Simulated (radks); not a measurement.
Polarisability of the beryllium ion Be3+, 1s1, at imaginary frequency. Method: non-relativistic Kohn-Sham, LDA (Slater exchange, Perdew-Wang correlation), spin-polarised, spherical densities, point nucleus; open shells are filled with parallel spins first; computed with a radial shooting solver on a logarithmic mesh with Libxc functionals. Response by self-consistent Sternheimer equations with the Hartree and adiabatic LDA kernel.

w (hartree),alpha1(iw) (bohr^3),alpha2(iw) (bohr^5)
0.00266,0.01896,0.004252
0.0143,0.01896,0.004252
0.0360,0.01896,0.004252
0.0697,0.01895,0.004252
0.118,0.01895,0.004251
0.186,0.01894,0.004250
0.280,0.01892,0.004247
0.413,0.01888,0.004241
0.605,0.01878,0.004229
0.892,0.01858,0.004202
1.35,0.01813,0.004141
2.12,0.01704,0.003989
3.59,0.01438,0.003585
6.94,0.008887,0.002555
17.5,0.002521,0.0008858

Static values: alpha1 = 0.01896 bohr^3 (0.002809 angstrom^3; uncoupled 0.01891), alpha2 = 0.004252 bohr^5, alpha3 = 0.002468 bohr^7. C6 = 0.001764, C8 = 0.002255, triple-dipole C9 = 0.00002472 atomic units. One-pole (London) frequency 4 C6 / (3 alpha1^2) = 6.544 hartree, against 6.985 for minus the highest occupied eigenvalue. The dipole shielding factor is 0.250, as the force sum rule N/Z = 0.250 demands.
